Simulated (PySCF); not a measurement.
W(NH)(S)(SH)2 (H3NS3W), SMILES [NH]=[W](=[S])([SH])[SH], multiplicity 1.

The structure is a stationary point at PBE-D3(BJ)/def2-SVP. The multiplicity is an assumed one; no other spin state was optimised. The structure was generated by enumeration; whether it is a known compound was not checked. The def2 effective core potentials stand for the cores of W; spin–orbit coupling is left out. One conformer was computed; it need not be the lowest.

These are PBE-D3(BJ)/def2-SVP (PySCF) values and carry that method's errors.

Frequencies are harmonic and unscaled.

```csv
mode,ν (cm⁻¹),IR (km/mol),moving atoms (share of kinetic energy)
1,111,0.4,"S 82 %, W 13 %"
2,119,0.3,"S 83 %, W 13 %"
3,130,1.0,"S 76 %, W 18 %"
4,183,6.5,"N 55 %, H 25 %, S 16 %"
5,214,5.8,"N 53 %, S 22 %, H 21 %"
6,279,14.9,H 89 %
7,324,36.0,H 88 %
8,373,4.0,"S 83 %, W 10 %"
9,376,25.8,"S 72 %, W 23 %"
10,515,146.8,"S 53 %, H 27 %, W 12 %, N 8 %"
11,546,50.1,"H 59 %, S 27 %, N 11 %"
12,596,20.1,H 93 %
13,613,9.5,"H 88 %, S 8 %"
14,641,58.6,"H 78 %, N 19 %"
15,965,55.4,"N 84 %, W 8 %"
16,2586,4.1,H 97 %
17,2599,3.4,H 97 %
18,3505,158.3,H 93 %
```
